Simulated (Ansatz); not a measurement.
The cluster NiF2, relaxed as a singlet with RKS r2SCAN-D4/def2-TZVP in Ansatz, starting from the GFN2-xTB geometry. Force threshold 0.02 eV/Å.

The restricted singlet is unstable: a solution with broken spin symmetry lies lower. At r2SCAN-D4/def2-TZVP a triplet of charge 0 lies 1.70 eV below the restricted singlet, each at its own geometry. The structure comes from a short search, and lower isomers may exist.

Start:

```csv
atom,x (Å),y (Å),z (Å)
Ni1,0.065,0.695,-0.010
F2,0.745,-0.436,-1.060
F3,-0.810,-0.259,1.071
```

(1) Estimate the energy that the relaxation releases and the steps that it takes.

(2) Does the start keep its bonding and symmetry?

(3) Predict the relaxed structure.

## Answers

(1) 6.0 kJ/mol, in 5 steps; 11 s on 4 threads of Arm Neoverse V1 on a shared host. No frequencies were taken in this run, so the end may be a saddle point.

(2) By distances, no bond broke or formed. The bond that changes most is Ni1–F3, from 1.69 to 1.69 Å (atoms count from 1). Point group C2v at the start, C2v at the end, both within 0.05 Å.

(3) 
```xyz
3

Ni    0.055    0.585   -0.009
F     0.817   -0.389   -1.153
F    -0.872   -0.196    1.162
```
Bond lengths: 2 × F–Ni 1.69 Å.
